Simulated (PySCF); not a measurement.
C7H15GaO.
Atom-mapped SMILES: `[CH2:1]=[C:2]([CH3:3])[C@H:4]1[CH2:5][CH2:6][CH2:7][O+:8]1[GaH3-:9]` (hydrogens: H10, H11 on C1; H12, H13, H14 on C3; H15 on C4; H16, H17 on C5; H18, H19 on C6; H20, H21 on C7; H22, H23, H24 on Ga9)

Level of theory: PBE0-D3(BJ)/def2-SVP geometry optimisation, gas phase (PySCF 2.14.0).

List the bond lengths, angles and torsions at this level.

| bond | length (Å) | order |
| --- | --- | --- |
| C1=C2 | 1.336 | double |
| C2–C3 | 1.498 | single |
| C2–C4 | 1.509 | single |
| C4–C5 | 1.533 | single |
| C5–C6 | 1.524 | single |
| C6–C7 | 1.516 | single |
| C7–O8 | 1.433 | single |
| O8–Ga9 | 2.111 | single |
| C4–O8 | 1.434 | single |
| C1–H10 | 1.093 | single |
| C1–H11 | 1.092 | single |
| C3–H12, C3–H13, C3–H14 | 1.101 | single |
| C4–H15 | 1.103 | single |
| C5–H16 | 1.101 | single |
| C5–H17 | 1.098 | single |
| C6–H18 | 1.099 | single |
| C6–H19 | 1.101 | single |
| C7–H20 | 1.103 | single |
| C7–H21 | 1.100 | single |
| Ga9–H22, Ga9–H23, Ga9–H24 | 1.583 | single |

Bonds in one row agree within 0.01 Å and their mean is given. Orders are formal, as drawn. A selection of angles:
| angle | degrees |
| --- | --- |
| C1–C2–C3 | 123.3 |
| C1–C2–C4 | 121.9 |
| C3–C2–C4 | 114.8 |
| C2–C4–C5 | 114.0 |
| C2–C4–O8 | 111.5 |
| C5–C4–O8 | 103.5 |
| C4–C5–C6 | 102.3 |
| C5–C6–C7 | 101.9 |
| C6–C7–O8 | 104.5 |
| C7–O8–Ga9 | 121.3 |
| C4–O8–C7 | 112.3 |
| C4–O8–Ga9 | 124.1 |

Dihedral angles: C1–C2–C4–C5 -107° (anticlinal); C2–C4–C5–C6 89° (synclinal); C4–C5–C6–C7 39° (synclinal); C5–C6–C7–O8 -32° (synclinal); C6–C7–O8–Ga9 176° (antiperiplanar); C2–C4–O8–C7 -111° (anticlinal).

O8 (oxygen bonded to 2 C and Ga) is almost planar (angles 124.1°, 121.3° and 112.3°, sum 357.6°, 0.14 Å off the plane of its three neighbours). Ga9 (gallium bonded to O and 3 H) has angles from 96.4° to 119.1°. Of the pairs four or more bonds apart, O8···H11 is among the closest relative to their van der Waals radii: 2.39 Å, 88 % of the sum of Bondi's values. The 5-membered ring C4–C5–C6–C7–O8 has internal angles of 101.9° to 112.3°; it is puckered, 0.17 Å rms from its mean plane, widest ring torsion 39°. The 6 C–C bonds span 1.336 Å (C1=C2, drawn double) to 1.533 Å (C4–C5, drawn single), a spread of 0.197 Å.

Point group: C1 (no symmetry element, even within 0.4 Å). Not checked by PBE0-D3(BJ)/def2-SVP frequencies. The numbers are those of one conformer.
